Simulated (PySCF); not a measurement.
**Exercise with solution: chemical shift, span and skew from a shielding tensor**

BCl3H2O2Si, SMILES [Si](Cl)(Cl)(B(O)O)Cl. Atoms are numbered in the order given.

```xyz
9

Si     0.0351     0.2469     0.0000
Cl    -2.0233     0.6270     0.0000
Cl     0.8466     1.1452     1.6752
Cl     0.8466     1.1452    -1.6752
B      0.2123    -1.7697     0.0000
O      1.4464    -2.3168     0.0000
O     -0.9016    -2.5438     0.0000
H      1.4270    -3.2861     0.0000
H     -1.7250    -2.0343     0.0000
```
Charge 0, spin multiplicity 1.

Geometry: B3LYP-D3(BJ)/def2-SVP. This is a generated structure with no PubChem entry under its InChIKey; it may be hypothetical. Other conformers were not sampled.

GIAO shieldings from KT2/pcSseg-1 in PySCF, non-relativistic, no solvent. The symmetric part of the tensor of Si1 has the principal values 312.7, 324.8, 335.7 ppm. The same nucleus in TMS has σ = 361.9 ppm at this level (PySCF, at its B3LYP-D3(BJ)/def2-TZVP geometry). Without spin–orbit terms, shifts of atoms bonded to Cl or Br come out too high.

Q: Work out the isotropic shielding, the ²⁹Si shift against TMS, the span and the skew.

A: 
σ(iso) = (σ11 + σ22 + σ33)/3 = 324.4 ppm. δ = σ(ref) − σ(iso) = 361.9 − (324.4) = 37.5 ppm.
Span Ω = σ33 − σ11 = 23.0 ppm. Skew κ = 3(σ(iso) − σ22)/Ω = -0.05. Tumbling in solution averages the tensor to δ; in a static solid the shielding alone would spread this spin-1/2 line over Ω.
